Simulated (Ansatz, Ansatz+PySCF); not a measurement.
| atom | x (Å) | y (Å) | z (Å) |
| --- | --- | --- | --- |
| B | -0.1410 | 0.5363 | 1.2718 |
| C | 0.0259 | -0.0850 | -0.2136 |
| O | 0.1396 | -0.5080 | -1.2252 |
| H | 0.4289 | 1.6029 | 1.1893 |
| H | -1.3435 | 0.6068 | 1.4069 |
| H | 0.4065 | -0.2842 | 1.9762 |

Basis set: def2-SVP (spherical functions). Left uncorrelated: 3 orbitals. Charge 0, multiplicity 3.

Computed with Ansatz (development build ahead of 0.2.0); each method stands on the lowest determinant of its kind that the runs found.

Question: Give the atomization energy at this shape (free ground-state atoms in the same class of orbitals less the molecule, no zero-point energy) of triplet CH3BO by UHF-CCSD(T), UHF.

Answer:

```csv
method,atomization energy
UHF-CCSD(T),16.37 eV
UHF,11.79 eV
```

Caution: another spin multiplicity may lie lower; the determinant breaks the point group.
